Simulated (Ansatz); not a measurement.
Energy difference R1 → P1 + P2, each structure at its B3LYP-D3(BJ)/def2-TZVP stationary point, reached from a drawn start (curvature not checked).
P1: H atom, charge 0, multiplicity 2.
R1: H2Mg (SMILES [MgH2]), charge 0, multiplicity 1.
P2: HMg (SMILES [MgH]), charge 0, multiplicity 2.

P less R. No zero-point or thermal terms; singlets are restricted closed shells; open shells are unrestricted.

Cores are frozen in the correlated methods. CBS(a, b) extrapolates the correlation energy as X⁻³ and adds the Hartree–Fock energy of set b.

The values were computed with Ansatz (Gaussian orbitals). All values are computed, each at the level named.

```json
[
 {"level": "HF/def2-SVP", "reaction energy (kcal/mol)": "51.75"},
 {"level": "HF/def2-TZVPP", "reaction energy (kcal/mol)": "51.69"},
 {"level": "CAM-B3LYP/def2-TZVPP", "reaction energy (kcal/mol)": "73.15"},
 {"level": "MP2/def2-TZVPP", "reaction energy (kcal/mol)": "67.93"},
 {"level": "SCS-MP2/def2-QZVPP", "reaction energy (kcal/mol)": "72.53"},
 {"level": "CCSD(T)/def2-SVP", "reaction energy (kcal/mol)": "68.70"},
 {"level": "CCSD(T)/def2-TZVPP", "reaction energy (kcal/mol)": "[?]"},
 {"level": "CCSD(T)/def2-QZVPP", "reaction energy (kcal/mol)": "[?]"},
 {"level": "CCSD(T)/CBS(def2-TZVPP, def2-QZVPP)", "reaction energy (kcal/mol)": "[?]"}
]
```

**Question.** Fill in the missing entries.

**Answer.** 
- CCSD(T)/def2-TZVPP, reaction energy (kcal/mol): 71.90
- CCSD(T)/def2-QZVPP, reaction energy (kcal/mol): 72.65
- CCSD(T)/CBS(def2-TZVPP, def2-QZVPP), reaction energy (kcal/mol): 73.20

Ansatz is a program for electronic structure.
